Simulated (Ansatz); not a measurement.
The same path of GeH₅NOSe (9 atoms, charge 0, multiplicity 1) was run twice with different band settings. The coordinate that changes most is the height of N1 over the plane of its neighbours.

The calculation used Ansatz 0.2.0, RKS r2SCAN-D4/def2-SVP.

Relaxed end points:

```xyz
9
Properties=species:S:1:pos:R:3
N -0.547 1.120 0.756
Ge 0.289 0.024 -0.428
O 1.580 -0.638 0.601
Se -1.284 -1.555 -1.182
H 0.083 1.740 1.264
H -1.325 1.655 0.379
H 0.907 0.617 -1.716
H 2.155 -1.246 0.118
H -1.770 -1.763 0.191
```

```xyz
9
Properties=species:S:1:pos:R:3
N -0.272 1.474 0.579
Ge 0.322 0.137 -0.497
O 1.632 -0.553 0.488
Se -1.187 -1.611 -1.078
H -0.423 1.179 1.543
H -1.101 1.964 0.248
H 0.778 0.714 -1.846
H 1.827 -1.459 0.212
H -1.487 -1.892 0.335
```

Common settings: spring 5.0 eV/Å²; optimiser quadratic models (default); start path through a guess of the saddle point; force threshold 0.05 eV/Å; iteration limit 60; end points relaxed.

| run | movable images | climbing image |
| --- | --- | --- |
| 1 | 5 | yes |
| 2 | 6 | no |

(1) What does each run give, and how far can it be trusted?

Answers

(1) Run 1: converged after 13 iterations, highest image 0.034 eV above the first end. A vibrational analysis at the climbing image gives one clearly imaginary mode, 375i cm⁻¹: a first-order saddle point.
Run 2: converged after 12 iterations, highest image 0.025 eV above the first end. No image climbed, so the highest image needn't sit at the top of the path.
